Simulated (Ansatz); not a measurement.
Ansatz (a program for electronic structure) input file for C3H7N, SMILES C/C=N\C, PBE0/def2-SVPD. Geometry optimised at r2SCAN-D4/def2-SVP. The structure was generated by enumeration; whether it is a known compound was not checked.

Ansatz 0.2 input:
```yaml
crystal:
  periodic: [false, false, false]
  atoms:
    - {symbol: C, position_ang: [-0.51621110, -1.51885188, -0.00000000]}
    - {symbol: C, position_ang: [0.66438234, -0.58693820, 0.00000000]}
    - {symbol: N, position_ang: [0.71696064, 0.68446243, -0.00000000]}
    - {symbol: C, position_ang: [-0.46840932, 1.50196167, 0.00000000]}
    - {symbol: H, position_ang: [-1.49071480, -1.01368890, 0.00000000]}
    - {symbol: H, position_ang: [-0.46545011, -2.18021598, -0.88158407]}
    - {symbol: H, position_ang: [-0.46545011, -2.18021597, 0.88158407]}
    - {symbol: H, position_ang: [1.64343502, -1.10310803, -0.00000001]}
    - {symbol: H, position_ang: [-1.44175744, 0.97437935, -0.00000000]}
    - {symbol: H, position_ang: [-0.43867928, 2.16729149, 0.87967006]}
    - {symbol: H, position_ang: [-0.43867928, 2.16729149, -0.87967007]}
basis:
  gaussian:
    orbitals: def2-SVPD
hamiltonian:
  xc: {name: PBE0}
```

Output:

```
WARN ansatz: RAYON_NUM_THREADS=1 ignored (pool sized by the plan → 1); use --threads N
Functional definition: PBE0
integrals: 0.05 GiB planned
1130 factors; their error is unknown
mean field: 0.52 GiB planned
mean field evaluation 1: about -4700.0505 eV, gradient 4.8e1 eV
mean field evaluation 2: about -4697.8207 eV, gradient 5.7e1 eV
mean field evaluation 4: about -4705.6654 eV, gradient 3.1e0 eV
mean field evaluation 8: about -4705.6904 eV, gradient 4.0e-2 eV
mean field evaluation 16: about -4705.6551 eV, gradient 1.9e-5 eV
mean field -4705.65512434 eV, -172.9296362120 hartree, gradient 1.9e-5 eV, S^2 0.000000; 0 other end points of the search recorded, 0 dependent functions left out
reference -4705.65515310 eV, -172.9296372687 hartree; 16, 16 occupied and 120, 120 virtual orbitals, 1130 factors
Total energy: -4705.65515310 eV, -172.9296372687 hartree
```

The run converged.
